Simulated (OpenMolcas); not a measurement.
## Pt²⁺: effect of the active space

```yaml
Program: OpenMolcas 26.06
Method: MS-CASPT2 or its RAS form, IPEA 0.25 Eh, imaginary shift 0.1 Eh
Basis: ANO-RCC-VTZP
Scalar_Hamiltonian: DKH2, point nucleus
Spin-orbit_coupling: state interaction with AMFI integrals over the reference wave functions, term energies averaged over their components
```

A. 8 electrons in 6 orbitals (5d 6s); 2S+1 = 5 even, 15 roots; 2S+1 = 3 even, 71 roots (60 in the spin-orbit step); 2S+1 = 1 even, 55 roots; closed shells correlated: 5s 5p; CASPT2 step roughly 40 core-seconds
B. 8 electrons in 9 orbitals (RAS2 5d 6s; RAS3 6p, at most 2 electrons); 2S+1 = 3 even, 90 roots; 2S+1 = 5 even, 15 roots kept (CI in the orbitals of an earlier block); 2S+1 = 1 even, 90 roots kept (CI in the orbitals of an earlier block, 68 in the spin-orbit step); 2S+1 = 3 odd, 87 roots (21 in the spin-orbit step); 2S+1 = 7 odd, 5 roots kept (CI in the orbitals of an earlier block, 0 in the spin-orbit step); 2S+1 = 5 odd, 30 roots kept (CI in the orbitals of an earlier block, 22 in the spin-orbit step); 2S+1 = 1 odd, 61 roots kept (CI in the orbitals of an earlier block, 0 in the spin-orbit step); closed shells correlated: 5s 5p; CASPT2 step of the order of 7 core-minutes

Energies in cm-1 above 5d8 3F4, the measured ground level; measured values from NIST levels as listed in McCann et al., Mon. Not. R. Astron. Soc. 538, 537 (2025).

```tsv
Level	A	B	Measured
5d8 3F4	0.0	0.0	0.0
5d8 3F3	10470	10520	9752
5d8 3P0	15130	15480	14939
5d8 3P1	17020	17140	16782
5d7 6s 5F5	20280	19950	21837
5d8 1G4	21900	22140	21331
5d7 6s 5F4 [71 %]	26190	25940	
5d7 6s 5F3	30900	30460	
5d7 6s 5F2 [62 %]	32640	32450	
5d7 6s 5F1 [59 %]	33570	33420	
5d7 6s 3F4(1) [58 %]	34560	34770	
5d7 6s 5P2 [51 %]	34880	35130	
5d7 6s 5P3 [72 %]	35680	35410	
5d7 6s 5P1 [53 %]	39590	39690	
5d7 6s 3F3(1) [62 %]	41160	41500	
5d7 6s 3G5 [64 %]	41330	41450	
5d8 1S0 [51 %]	46420	45570	
5d7 6s 3H6	47260	47490	
5d7 6s 3G3	48500	48740	
5d7 6s 3H5 [60 %]	50150	50430	
5d7 6s 3P0(2) [58 %]	51140	52250	
5d7 6s 3D3(1) [60 %]	52650	52870	
5d7 6s 3F2(2) [74 %]	56840	57170	
5d7 6s 3F3(2) [71 %]	57640	57980
```

Deviations, from unrounded energies. A percentage is the sum of absolute deviations over the sum of measured energies, with the sign that they share, or ± where signs differ.

| Against measurement | Levels | A | B |
| --- | --- | --- | --- |
| mean absolute deviation (cm-1) | 5 | 650 | 870 |
| fine structure of the ground term (%) | 1 | +7.3 | +7.9 |
| other terms of the ground configuration (%) | 3 | +1.9 | +3.2 |
| other configurations (%) | 1 | -7.1 | -8.6 |

A lies closest to measurement on these levels. The largest miss of A in the table is 5d7 6s 5F5, by -1600 cm-1. The ranking rests on the paired levels alone, and a cruder setting can come out closer through cancelling errors.

The two smallest mean deviations differ by little beside CASPT2's spread within terms, so their order carries little weight.

Between A and B the level of the table that moves most is 5d7 6s 3P0(2) [58 %], by 1100 cm-1 (lowest in A, highest in B). Moves below CASPT2's spread within the term are not significant.

CASPT2 breaks the degeneracy within a term, and the mean is taken; among the terms shown or strongly mixed into the levels shown the widest spread is 1400 cm-1 (5d8 1G, B). Some high roots are left out of the spin-orbit mixing, which shifts the levels that they would mix with. A single d shell beside an s shell can misplace configurations of different d count against each other. The CASPT2 spread within a term exceeds the gap to the next term for 5d7 6s 3D(1) and 5d7 6s 3P(1), so the order of their levels is uncertain (holds for A). Blocks of more than 70 roots (2S+1 = 3 even) ran without multistate coupling (holds for B). Terms from blocks run as CI alone lack orbitals of their own (holds for B). Computed and measured levels are paired by configuration, term and J; levels that our copy of the source lacks, or whose pairing is in doubt (as where it misses far off the trend of its configuration), stay unpaired and out of the deviations. Only configurations of the active space appear. The table leaves out levels that lie high or whose names do not pair safely across all columns.

A share in square brackets marks a mixed level and gives the weight of the term that names it, the lowest over the columns. A number in round brackets counts repeated terms of one configuration in the order of the reference energies.
